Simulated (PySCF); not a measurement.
**Germanium: a sound run and one with changed settings**

Sound run: Ge [Ar] 3d10 4s2 4p2, Ge⁺ [Ar] 3d10 4s2 4p1. Computed with PySCF 2.14 in x2c-SVPall (5s4p3d, 32 functions), with the spin-free X2C one-electron Hamiltonian (Gaussian nucleus). In the sound run the correlated levels freeze [Ar] 3d10. The sound run starts from symmetry-adapted Hartree-Fock orbitals and uses a fine grid where one is needed.

Changed run: all electrons correlated in a basis built for the valence shell.

| species | method | sound run (hartree) | changed run (hartree) | converged |
| --- | --- | --- | --- | --- |
| Ge | MP2 | -2096.72653 | -2096.89844 | yes |
| Ge⁺ | MP2 | -2096.44531 | -2096.61492 | yes |

Ionisation energy of Ge:

```csv
method,sound run (eV),changed run (eV)
UHF,7.413,7.413
MP2,7.652,7.715
SCS-MP2,7.588,7.626
```

A valence basis has no tight correlating functions, so it recovers only part of the core correlation, and not evenly between atom and ion.

For comparison, NIST gives 7.899 eV between the lowest levels.
